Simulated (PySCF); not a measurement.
F2HOS, SMILES [OH+]=S(F)F, charge +1.

Geometry: B3LYP-D3(BJ)/def2-SVP. The isomer is the one that the SMILES or the coordinates give; other isomers of the formula were not compared.

Level of theory: B3LYP/def2-TZVPD in PySCF.

Gas-phase values at a fixed geometry.

Problem. Estimate the frontier levels, gap, dipole moment and polarisability. (The exact figures need the calculation; the answer reports its results.)

Solution. 
- highest occupied level = -18.20 eV
- lowest empty level = -8.92 eV
- orbital gap = 9.28 eV
- dipole moment about the centre of nuclear charge = 1.75 D
- mean static polarisability = 24.2 bohr³ (3.59 Å³)
- polarisability, principal values = 20.9, 24.4, 27.4 bohr³
